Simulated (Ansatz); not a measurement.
Basis-set extrapolation for `BCB(O)F` (PBE0-D4/def2-TZVP geometry, frozen core, Ansatz 0.2.0). Multiplicity 1, RHF reference.

```tsv
	def2-TZVPP	def2-QZVPP
HF	-264.679320	-264.691681
MP2 correlation	-0.856046	-0.923497
CCSD(T) correlation	-0.918334	not run
```

Energies in hartree. Use E(X) = E(∞) + A·exp(−7.88·√X) for Hartree–Fock and E(X) = E(∞) + B·X^(−2.97) for correlation, with X = 3 and 4, and add CCSD(T) minus MP2 of the smaller set to the MP2 limit.

Task: What is the CCSD(T) energy at the basis-set limit?

Result: HF limit: -264.691681 + (-0.012361) × 0.13774 = -264.69338. MP2 limit: -0.923497 + (-0.067451) × 0.74074 = -0.97346. Higher-order term: -0.918334 − (-0.856046) = -0.06229. Total: -265.72913 hartree, 345.2 kJ/mol below CCSD(T)/def2-TZVPP.
